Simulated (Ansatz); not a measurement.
Born–Oppenheimer molecular dynamics of C$_{2}$H$_{4}$AlNO (9 atoms, charge 0, multiplicity 1). It starts from a relaxed structure.

Level of theory: Ansatz, RKS PBE/STO-3G.

```json
{
 "ensemble": "NVT, Langevin thermostat",
 "time step": "0.5 fs",
 "steps asked": "600",
 "set temperature": "700 K",
 "friction": "0.001 /fs",
 "seed": "368478"
}
```

Frames 5 fs apart, positions in Å.

Velocities at 155.0 fs (Å/ps):

```
C 1.62 4.00 1.77
Al -1.32 0.68 -0.08
N -0.73 -1.14 -3.73
C 1.16 -1.39 -1.58
O 4.01 1.82 5.19
H -23.56 15.64 -19.33
H 9.96 14.80 19.52
H 8.69 1.40 -2.79
H 26.78 29.53 -6.50
```

```xyz
9
Properties=species:S:1:pos:R:3 time_fs=155.0 energy_less_start_eV=0.479 T=221
C -1.236 0.399 -0.304
Al 0.055 0.104 0.922
N 1.790 0.552 0.340
C 2.048 0.887 -0.833
O 2.421 1.349 -1.920
H -2.058 -0.335 -0.298
H -1.625 1.387 0.020
H -0.805 0.612 -1.312
H -0.043 -0.200 2.472
9
Properties=species:S:1:pos:R:3 time_fs=160.0 energy_less_start_eV=0.403 T=271
C -1.246 0.428 -0.311
Al 0.065 0.109 0.929
N 1.772 0.534 0.338
C 2.054 0.885 -0.846
O 2.443 1.357 -1.902
H -2.136 -0.214 -0.418
H -1.609 1.412 0.062
H -0.818 0.576 -1.299
H 0.066 -0.052 2.357
9
Properties=species:S:1:pos:R:3 time_fs=165.0 energy_less_start_eV=0.284 T=384
C -1.278 0.467 -0.330
Al 0.097 0.117 0.938
N 1.736 0.504 0.346
C 2.046 0.880 -0.837
O 2.472 1.364 -1.907
H -2.190 -0.121 -0.506
H -1.674 1.447 -0.020
H -0.835 0.575 -1.357
H 0.112 0.017 2.470
9
Properties=species:S:1:pos:R:3 time_fs=170.0 energy_less_start_eV=0.344 T=330
C -1.312 0.507 -0.362
Al 0.128 0.123 0.956
N 1.711 0.479 0.338
C 2.038 0.882 -0.821
O 2.498 1.364 -1.902
H -2.199 -0.149 -0.477
H -1.741 1.534 -0.173
H -0.847 0.617 -1.342
H 0.089 0.020 2.498
9
Properties=species:S:1:pos:R:3 time_fs=175.0 energy_less_start_eV=0.382 T=281
C -1.333 0.556 -0.384
Al 0.136 0.131 0.977
N 1.713 0.460 0.309
C 2.045 0.903 -0.826
O 2.517 1.351 -1.866
H -2.122 -0.221 -0.395
H -1.770 1.550 -0.275
H -0.833 0.609 -1.393
H 0.016 -0.045 2.408
9
Properties=species:S:1:pos:R:3 time_fs=180.0 energy_less_start_eV=0.398 T=268
C -1.318 0.588 -0.392
Al 0.121 0.149 0.979
N 1.734 0.443 0.276
C 2.050 0.920 -0.814
O 2.545 1.345 -1.840
H -2.058 -0.240 -0.357
H -1.860 1.565 -0.250
H -0.880 0.522 -1.385
H -0.050 -0.195 2.513
9
Properties=species:S:1:pos:R:3 time_fs=185.0 energy_less_start_eV=0.206 T=419
C -1.282 0.596 -0.370
Al 0.094 0.176 0.978
N 1.747 0.410 0.282
C 2.056 0.940 -0.810
O 2.583 1.350 -1.843
H -2.037 -0.212 -0.306
H -1.877 1.489 -0.236
H -0.901 0.505 -1.420
H -0.066 -0.316 2.391
9
Properties=species:S:1:pos:R:3 time_fs=190.0 energy_less_start_eV=0.262 T=352
C -1.243 0.575 -0.339
Al 0.063 0.206 0.966
N 1.752 0.370 0.314
C 2.058 0.953 -0.811
O 2.622 1.360 -1.858
H -2.027 -0.220 -0.250
H -1.844 1.535 -0.247
H -0.894 0.591 -1.378
H -0.070 -0.448 2.272
9
Properties=species:S:1:pos:R:3 time_fs=195.0 energy_less_start_eV=0.449 T=182
C -1.238 0.565 -0.314
Al 0.042 0.236 0.946
N 1.757 0.352 0.322
C 2.065 0.945 -0.800
O 2.648 1.366 -1.858
H -2.001 -0.215 -0.262
H -1.711 1.524 -0.212
H -0.824 0.619 -1.340
H -0.101 -0.578 2.288
9
Properties=species:S:1:pos:R:3 time_fs=200.0 energy_less_start_eV=0.395 T=243
C -1.255 0.566 -0.316
Al 0.036 0.253 0.938
N 1.757 0.355 0.303
C 2.086 0.925 -0.796
O 2.656 1.361 -1.824
H -2.048 -0.215 -0.347
H -1.720 1.585 -0.109
H -0.741 0.556 -1.290
H -0.108 -0.536 2.153
9
Properties=species:S:1:pos:R:3 time_fs=205.0 energy_less_start_eV=0.294 T=320
C -1.298 0.577 -0.337
Al 0.049 0.258 0.933
N 1.749 0.373 0.280
C 2.116 0.897 -0.794
O 2.659 1.351 -1.780
H -2.099 -0.154 -0.429
H -1.755 1.523 -0.135
H -0.750 0.580 -1.293
H -0.117 -0.518 2.225
9
Properties=species:S:1:pos:R:3 time_fs=210.0 energy_less_start_eV=0.240 T=360
C -1.337 0.588 -0.363
Al 0.067 0.252 0.929
N 1.726 0.386 0.280
C 2.141 0.867 -0.776
O 2.675 1.354 -1.761
H -2.159 -0.168 -0.444
H -1.855 1.608 -0.242
H -0.854 0.706 -1.357
H -0.106 -0.422 2.326
```

Of the whole run (300 fs, mean temperature of the second half 316 K): The mean temperature of the second half is 55 % below the set value. A run of 0.3 ps of so small a system gives no equilibrium averages. Limits of this set-up: minimal basis.

The run took 19 min on 1 thread of Arm Neoverse N1, on a shared host, peak memory 0.08 GiB.
